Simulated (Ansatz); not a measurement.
Isolated molecules relaxed with PBE0-D4/def2-TZVP in Ansatz; ΔE leaves out vibrations. CCSD(T)/CBS is the MP2 limit (def2-TZVPP, def2-QZVPP) plus CCSD(T) − MP2 in def2-TZVPP, frozen cores. DFT in def2-TZVPP. B3LYP here is the variant with VWN-RPA as its local correlation; programs differ in this. HSE06 is defined as in plane-wave codes. For Br outer-core shells are correlated without core-valence functions, which leaves a few kJ/mol of doubt a bond. Scalar relativity is left out up to krypton. One conformer a species, not always the lowest.

`N[SiH](O)Br` + `COB(Br)OC` → `CO[SiH](N)O` + `COB(Br)Br`  (redistribution)

```json
{"level": "LDA (SPW92)", "ΔE (kJ/mol)": "55.4", "difference from CCSD(T)/CBS": "4.3"}
{"level": "PBE-D4", "ΔE (kJ/mol)": "53.0", "difference from CCSD(T)/CBS": "1.9"}
{"level": "revPBE-D4", "ΔE (kJ/mol)": "51.8", "difference from CCSD(T)/CBS": "0.7"}
{"level": "BLYP-D4", "ΔE (kJ/mol)": "50.5", "difference from CCSD(T)/CBS": "-0.6"}
{"level": "r2SCAN-D4", "ΔE (kJ/mol)": "54.1", "difference from CCSD(T)/CBS": "3.0"}
{"level": "B97M-V", "ΔE (kJ/mol)": "52.5", "difference from CCSD(T)/CBS": "1.4"}
{"level": "PBE0-D4", "ΔE (kJ/mol)": "55.6", "difference from CCSD(T)/CBS": "4.5"}
{"level": "B3LYP-D4", "ΔE (kJ/mol)": "53.0", "difference from CCSD(T)/CBS": "1.9"}
{"level": "r2SCAN0-D4", "ΔE (kJ/mol)": "55.9", "difference from CCSD(T)/CBS": "4.8"}
{"level": "HSE06-D4", "ΔE (kJ/mol)": "55.6", "difference from CCSD(T)/CBS": "4.5"}
{"level": "BHLYP-D4", "ΔE (kJ/mol)": "55.9", "difference from CCSD(T)/CBS": "4.8"}
{"level": "CAM-B3LYP-D4", "ΔE (kJ/mol)": "54.7", "difference from CCSD(T)/CBS": "3.6"}
{"level": "ωB97X-V", "ΔE (kJ/mol)": "54.9", "difference from CCSD(T)/CBS": "3.8"}
{"level": "ωB97M-V", "ΔE (kJ/mol)": "55.9", "difference from CCSD(T)/CBS": "4.8"}
{"level": "B2PLYP", "ΔE (kJ/mol)": "51.4", "difference from CCSD(T)/CBS": "0.3"}
{"level": "PBE-QIDH", "ΔE (kJ/mol)": "53.9", "difference from CCSD(T)/CBS": "2.8"}
{"level": "PBE", "ΔE (kJ/mol)": "53.1", "difference from CCSD(T)/CBS": "2.0"}
{"level": "BLYP", "ΔE (kJ/mol)": "51.0", "difference from CCSD(T)/CBS": "-0.1"}
{"level": "r2SCAN", "ΔE (kJ/mol)": "54.0", "difference from CCSD(T)/CBS": "2.9"}
{"level": "PBE0", "ΔE (kJ/mol)": "55.7", "difference from CCSD(T)/CBS": "4.6"}
{"level": "r2SCANh", "ΔE (kJ/mol)": "54.8", "difference from CCSD(T)/CBS": "3.7"}
{"level": "r2SCAN0", "ΔE (kJ/mol)": "55.9", "difference from CCSD(T)/CBS": "4.8"}
{"level": "HSE06", "ΔE (kJ/mol)": "55.7", "difference from CCSD(T)/CBS": "4.6"}
{"level": "CAM-B3LYP", "ΔE (kJ/mol)": "54.8", "difference from CCSD(T)/CBS": "3.7"}
{"level": "LC-ωPBE", "ΔE (kJ/mol)": "56.3", "difference from CCSD(T)/CBS": "5.2"}
{"level": "HF/def2-SVP", "ΔE (kJ/mol)": "73.7", "difference from CCSD(T)/CBS": "22.6"}
{"level": "MP2/def2-SVP", "ΔE (kJ/mol)": "64.5", "difference from CCSD(T)/CBS": "13.4"}
{"level": "CCSD/def2-SVP", "ΔE (kJ/mol)": "66.8", "difference from CCSD(T)/CBS": "15.7"}
{"level": "CCSD(T)/def2-SVP", "ΔE (kJ/mol)": "65.6", "difference from CCSD(T)/CBS": "14.5"}
{"level": "HF/def2-TZVPP", "ΔE (kJ/mol)": "60.6", "difference from CCSD(T)/CBS": "9.5"}
{"level": "MP2/def2-TZVPP", "ΔE (kJ/mol)": "47.7", "difference from CCSD(T)/CBS": "-3.4"}
{"level": "SCS-MP2/def2-TZVPP", "ΔE (kJ/mol)": "48.2", "difference from CCSD(T)/CBS": "-2.9"}
{"level": "CCSD/def2-TZVPP", "ΔE (kJ/mol)": "51.1", "difference from CCSD(T)/CBS": "0.0"}
{"level": "CCSD(T)/def2-TZVPP", "ΔE (kJ/mol)": "49.6", "difference from CCSD(T)/CBS": "-1.5"}
{"level": "HF/def2-QZVPP", "ΔE (kJ/mol)": "59.9", "difference from CCSD(T)/CBS": "8.8"}
{"level": "MP2/def2-QZVPP", "ΔE (kJ/mol)": "48.4", "difference from CCSD(T)/CBS": "-2.7"}
{"level": "SCS-MP2/def2-QZVPP", "ΔE (kJ/mol)": "48.9", "difference from CCSD(T)/CBS": "-2.2"}
{"level": "HF/CBS(def2)", "ΔE (kJ/mol)": "59.8", "difference from CCSD(T)/CBS": "8.7"}
{"level": "MP2/CBS(def2)", "ΔE (kJ/mol)": "49.2", "difference from CCSD(T)/CBS": "-1.9"}
{"level": "CCSD/CBS(def2)", "ΔE (kJ/mol)": "52.6", "difference from CCSD(T)/CBS": "1.5"}
{"level": "CCSD(T)/CBS", "ΔE (kJ/mol)": "51.1", "difference from CCSD(T)/CBS": "0"}
```

Largest T1 diagnostic among the species: 0.011.

At CCSD(T), def2-SVP lies +14.5 kJ/mol from the extrapolated value and def2-TZVPP −1.5 kJ/mol. From BLYP to BHLYP (50 % exact exchange), in def2-TZVPP and without D4, ΔE moves by +5.4 kJ/mol. Leaving LDA and LC-ωPBE aside and taking each functional with its dispersion term where it has one, the values spread over 5.4 kJ/mol, from BLYP-D4 to BHLYP-D4.
